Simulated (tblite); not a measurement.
Species: C5H10NO (doublet state).
Numbering: `[CH3:1][CH2:2][C@@H:3]([CH:4]=[N:5])[O:6][CH3:7]` (hydrogens: H8, H9, H10 on C1; H11, H12 on C2; H13 on C3; H14 on C4; H15, H16, H17 on C7)

The geometry is computed with GFN2-xTB (gas phase). This method treats the open shell by occupation alone, without spin polarisation.

List the bond lengths, angles and torsions at this level.

```tsv
bond	length (Å)	order
C1–C2	1.525	single
C2–C3	1.527	single
C3–C4	1.556	single
C4=N5	1.217	double
C3–O6	1.394	single
O6–C7	1.399	single
C1–H8, C1–H9, C1–H10	1.087	single
C2–H11	1.092	single
C2–H12	1.091	single
C3–H13	1.107	single
C4–H14	1.096	single
C7–H15	1.097	single
C7–H16	1.088	single
C7–H17	1.111	single
```

Bonds in one row agree within 0.01 Å and their mean is given. Orders are formal, as drawn. A selection of angles:
```tsv
angle	degrees
C2–C1–H8	110.6
C2–C1–H9	110.0
H8–C1–H9	108.7
C1–C2–C3	111.3
C1–C2–H11	109.8
C1–C2–H12	109.7
C3–C2–H11	109.2
C3–C2–H12	108.1
H11–C2–H12	108.7
C2–C3–C4	111.6
C2–C3–O6	108.5
C2–C3–H13	110.4
C4–C3–O6	110.8
C4–C3–H13	104.8
O6–C3–H13	110.7
C3–C4–N5	125.8
C3–C4–H14	111.0
N5–C4–H14	123.2
C3–O6–C7	114.6
O6–C7–H15	111.7
O6–C7–H16	107.1
H15–C7–H16	110.6
H15–C7–H17	108.5
```

Torsions: C1–C2–C3–C4 173° (antiperiplanar); C2–C3–C4–N5 155° (antiperiplanar); C2–C3–O6–C7 176° (antiperiplanar).

The C–C distances run from 1.525 Å (C1–C2, drawn single) to 1.556 Å (C3–C4, drawn single), a spread of 0.031 Å. Of the pairs four or more bonds apart, N5···H17 is among the closest relative to their van der Waals radii: 1.90 Å, 69 % of the sum of Bondi's values. C4 (carbon bonded to C, N and H) is planar (angles 125.8°, 123.2° and 111.0°, sum 360.0°, 0.01 Å off the plane of its three neighbours).

Point group: C1 (no symmetry element, even within 0.4 Å). Its GFN2-xTB frequencies are all real (lowest 75 cm⁻¹).

One conformer stands for the species.
